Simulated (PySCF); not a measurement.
C6H6F2.
Geometry (GFN2-xTB, Å), atoms numbered from 1 in this order:
```xyz
14
C6H6F2 angstrom
F     -1.8768   -0.1917    1.5221
C     -1.4613   -0.1145    0.1871
C     -0.7663    1.1958   -0.0338
C      0.5498    1.2943   -0.1137
C      1.4482    0.1057    0.0242
F      2.5185    0.2148   -0.8506
C      0.7331   -1.1892   -0.2007
C     -0.5828   -1.2900   -0.1215
H     -2.3929   -0.1631   -0.3947
H     -1.3988    2.0679   -0.0982
H      1.0455    2.2381   -0.2834
H      1.9038    0.1052    1.0302
H      1.3603   -2.0358   -0.4356
H     -1.0810   -2.2381   -0.2534
```

The closed-shell SCF was solved with PySCF and density fitting under several settings on one GFN2-xTB geometry (grid level 2 and gas phase unless stated).

| settings | basis functions | SCF cycles | E (Eh) | HOMO (eV) | LUMO (eV) | dipole (D) |
| --- | --- | --- | --- | --- | --- | --- |
| PBE0/pcSseg-1 | 166 | 14 | -431.3740 | -8.02 | -0.94 | 0.80 |
| PBE0/def2-SVPD | 214 | 14 | -431.1270 | -8.06 | -1.05 | 0.80 |

Q: Estimate the row for these settings: HSE06/MINI.

A: 
```
  settings  basis functions  SCF cycles     E (Eh)  HOMO (eV)  LUMO (eV)  dipole (D)
HSE06/MINI               46          13  -428.2619      -9.10      -2.77        0.56
```

Q: Over all rows, what range does the HOMO–LUMO gap span?

A: From 6.33 eV (HSE06/MINI) to 7.08 eV (PBE0/pcSseg-1). The functional of the narrowest has 25 % exact exchange at short range alone, that of the widest 25 % exact exchange.

Q: Compare two rows with the functional PBE0: PBE0/pcSseg-1 and PBE0/def2-SVPD. Which energy is lower, and by how much?

A: PBE0/pcSseg-1 (166 functions) lies 0.2470 Eh or 155 kcal/mol below PBE0/def2-SVPD (214 functions). The smaller set gives the lower energy; the two sets aren't nested, so the variational bound doesn't order them by size.

Cycle counts include a coarse-grid stage where the run had one.

One conformer stands for the species.
